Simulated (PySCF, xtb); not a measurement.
3-silyloxypropanenitrile (C3H7NOSi), SMILES N#CCCO[SiH3]. Other conformers were not sampled.

Harmonic wavenumbers (cm⁻¹) from GFN2-xTB (xtb 6.7.1) at its own minimum, in rising order: 36, 70, 100, 170, 216, 318, 388, 510, 599, 633, 741, 794, 795, 825, 838, 993, 1020, 1056, 1151, 1152, 1255, 1262, 1354, 1425, 1488, 2224, 2255, 2363, 2415, 2889, 2915, 2963, 2974.

Problem. What does PBE-D3(BJ)/def2-SVP run with PySCF give at its own minimum? (Estimate from the structure and the level; the computed values follow.)

Solution. 43, 84, 97, 146, 210, 322, 380, 506, 681, 707, 770, 790, 896, 915, 945, 957, 1036, 1040, 1132, 1177, 1244, 1262, 1370, 1390, 1448, 2151, 2153, 2214, 2300, 2920, 2966, 2990, 3045. Paired by order, the mean absolute difference is 42 cm⁻¹ and the zero-point energies are 57.4 and 57.6 kcal/mol.
